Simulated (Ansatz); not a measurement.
A made-up structure of SiClOF, singlet:

O1  (1.119, 0.748, 0.980)
Si2  (0.138, 0.009, 0.114)
F3  (1.840, 1.156, 1.930)
Cl4  (-1.309, 0.790, -1.021)
(Å)

It is relaxed with PBE-D4/def2-SVP and then PBE0-D4/def2-TZVP (Ansatz 0.2.0). Atoms count as bonded within 1.22 times the sum of their covalent radii (H–H: 0.88 Å). The end point is not checked to be a true minimum.

Question: Does its bonding change? (A judgement: the text doesn't fix the answer.)

Answer: Computed: No: no bond forms or breaks.

Where it ends: The first stage lowers the energy by 2.48 eV in 13 steps. It ends as SiClOF ([F][O][Si][Cl]):
```
4
angstrom
O 1.3041 0.2530 1.0799
Si 0.2454 -0.3688 -0.0567
F 1.2213 1.6032 1.5064
Cl -0.9825 1.2153 -0.5259
```

Labels in which every atom is bracketed show which atoms are joined, not bond orders.

For scale, one of the runs: PBE0-D4/def2-TZVP relaxation, 136 basis functions, launched by `ansatz run in.yaml --threads 2 --pin off --events-out ev --progress --plain --max-ram 4352MiB`. The run took about 13 s on 2 CPU threads of an Intel Xeon Platinum 8488C (shared host).
